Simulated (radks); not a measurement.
Values are calculated unless marked as measured or tabulated.
Problem. Species: neutral rubidium. Configuration: [Kr] 5s1. Level of theory: scalar-relativistic Kohn-Sham, LDA (Slater exchange, VWN5 correlation), spin-polarised, spherical densities, finite nucleus; open shells are filled with parallel spins first (spin-orbit coupling, left out, can overturn this in heavy ions); Fermi nuclear charge, rms radius 4.2036 fm; hard spherical wall at 10 bohr (a radial shooting solver on a logarithmic mesh with Libxc functionals). Some entries of the table are withheld. Estimate them.

orbital  occ.  eigenvalue (eV)  <r^2> (bohr^2)
1s up       1        -15009.40        0.002193
1s down     1        -15009.39        0.002193
2s up       1        -2005.075         0.03739
2s down     1        -2005.069         0.03739
2p up       3        -1779.077         0.02947
2p down     3        -1779.071         0.02947
3s up       1        -296.6301          0.3008
3s down     1        -296.6195          0.3008
3p up       3        -224.1567          0.3156
3p down     3        -224.1455          0.3156
3d up       5        -103.8519          0.3389
3d down     5        -103.8393          0.3388
4s up       1         -31.6355           2.417
4s down     1         -31.5928           2.409
4p up       3         -15.7252           3.507
4p down     3         -15.6423           3.462
5s up       1          -2.2757           24.14
5s down     0          -1.6796           24.68
5p up       0          -0.2198           32.24
5p down     0           0.3155           33.28
4d up       0           0.5024             (1)
4d down     0           1.0002             (2)
6s up       0           3.5259             (3)
6s down     0           3.8691             (4)

Solution. 
(1) 4d up <r^2> (bohr^2): 23.79
(2) 4d down <r^2> (bohr^2): 23.84
(3) 6s up <r^2> (bohr^2): 40.46
(4) 6s down <r^2> (bohr^2): 40.34
